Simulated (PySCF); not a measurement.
# Computed properties of AlH₆NO₂Si, SMILES [OH][Al]([OH])[SiH2]N

AlH6NO2Si, SMILES N[SiH2][Al]([OH])[OH]. Geometry optimised at B3LYP-D3(BJ)/def2-SVP. The structure was generated by enumeration; whether it is a known compound was not checked. The values are those of a single conformer. All values are computed for the isolated molecule unless a solvent is named; none is compared with measurement here.

**Structure.** All 27 harmonic modes at B3LYP-D3(BJ)/def2-SVP (PySCF) are real, so it is a minimum. With heavy atoms numbered as in [SiH2:1]([NH2:2])[Al:3]([OH:4])[OH:5], the shortest bond between them is Al3–O4 at 1.705 Å and the longest Si1–Al3 at 2.426 Å.

**Vibrations.** The strongest infrared lines (harmonic, unscaled, degenerate partners summed) lie at 458 cm⁻¹ (322 km/mol, H 87 %, O 12 %), 358 cm⁻¹ (252 km/mol, H 78 %, O 18 %), 422 cm⁻¹ (204 km/mol, H 81 %, N 16 %). The softest mode is at 39 cm⁻¹ and the zero-point energy is 44.0 kcal/mol.

**Electronic structure.** CAM-B3LYP/def2-TZVP (PySCF) places the frontier levels at -8.51 and 0.53 eV, a gap of 9.04 eV, and gives a dipole moment of 2.23 D and a mean polarisability of 66.0 bohr³. PBE/def2-TZVP (PySCF) at the same geometry gives -5.76 and -1.23 eV, so its gap is 4.51 eV narrower. An orbital gap is neither the optical nor the fundamental gap.

**Excitations.** TDA-CAM-B3LYP/def2-SVPD (PySCF) has S1 at 5.79 eV (214 nm, f = 0.008, weak); the most intense of the 10 singlets computed lies at 6.87 eV (f = 0.12). T1 (TDA) is at 5.06 eV, 0.73 eV under S1. TDA-PBE/def2-SVPD (PySCF) puts S1 at 4.57 eV. No vertical singlet excitation falls in the visible range (under 3.1 eV).

**NMR.** GIAO shifts at PBE0/pcSseg-1 (PySCF) (non-relativistic, atoms alike by connectivity averaged): ¹H from 0.1 to 5.0 ppm against TMS; ²⁹Si at -67.2 ppm against TMS.
